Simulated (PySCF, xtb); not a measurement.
C2H10N2Si2, SMILES CN[Si@@H]1NC[SiH2]1. One conformer was computed; it need not be the lowest.

Harmonic wavenumbers (cm⁻¹) from GFN2-xTB in xtb at its own minimum, in rising order: 77, 114, 119, 169, 189, 295, 341, 419, 436, 496, 521, 526, 543, 621, 701, 723, 767, 794, 807, 883, 1064, 1075, 1111, 1141, 1167, 1169, 1328, 1362, 1425, 1495, 1504, 1507, 2094, 2172, 2187, 2872, 2892, 2924, 2965, 3028, 3446, 3454.

Q: What does B3LYP-D3(BJ)/def2-SVP run with PySCF give at its own minimum? (The exact figures need the calculation; the answer reports its results.)

A: 62, 96, 125, 168, 187, 317, 368, 426, 462, 490, 528, 576, 652, 708, 728, 781, 837, 848, 881, 948, 1044, 1097, 1141, 1155, 1161, 1175, 1334, 1403, 1449, 1466, 1482, 1501, 2166, 2195, 2202, 2981, 2990, 3030, 3035, 3102, 3563, 3582. Paired by order, the mean absolute difference is 42 cm⁻¹ and the zero-point energies are 75.7 and 77.8 kcal/mol.
